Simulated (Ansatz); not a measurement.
Complex (SMILES): [SiH4] (SiH4) with C(#N)C, atoms 1 to 5 the first; geometry from B3LYP-D3(BJ)/def2-TZVP, monomers rigid:
```xyz
11

Si    -0.2782    -0.3110     0.5434
H      0.3703     0.3249    -0.6277
H      0.4858    -0.0047     1.7685
H     -1.6621     0.2034     0.6592
H     -0.3267    -1.7748     0.3228
C     -3.3733    -2.6798     1.4880
C     -2.5202    -2.2119     2.5677
N     -1.8380    -1.8349     3.4125
H     -4.2233    -3.2313     1.8900
H     -3.7418    -1.8307     0.9118
H     -2.8079    -3.3342     0.8241
```

Interaction energy at MP2 with Ansatz (a program for electronic structure), kcal/mol, without and with the counterpoise correction (monomers among the partner's ghost functions). Cartesian d functions, on some or all atoms, in 6-31G*, 6-31+G*; all else is spherical. Cores are frozen. No added dispersion term, no relativity. Reference, counterpoise-corrected: Hartree-Fock in aug-cc-pV(Q+d)Z plus the correlation part extrapolated as X^-3 from aug-cc-pV(T+d)Z and aug-cc-pV(Q+d)Z, -1.93.

```tsv
basis	functions	uncorrected
6-31G*	78	-1.29
6-31+G*	94	-1.37
pcseg-1	95	-1.40
6-311++G(2d,2p)	186	-1.69
cc-pV(T+d)Z	227	-1.77
def2-TZVPP	233	-1.72
def2-TZVPPD	278	-2.01
cc-pV(Q+d)Z	439	-1.86
def2-QZVP	451	-1.85
def2-QZVPP	451	-1.85
def2-QZVPPD	496	-1.93
aug-pcseg-3	687	-2.22
```

Question: How large is the counterpoise correction in each set?

Answer: 6-31G* 1.15, 6-31+G* 1.07, pcseg-1 0.99, 6-311++G(2d,2p) 0.37, cc-pV(T+d)Z 0.39, def2-TZVPP 0.32, def2-TZVPPD 0.41, cc-pV(Q+d)Z 0.15, def2-QZVP 0.13, def2-QZVPP 0.13, def2-QZVPPD 0.16, aug-pcseg-3 0.39 kcal/mol. The corrected value lies nearer the reference in 1 of 12 rows.
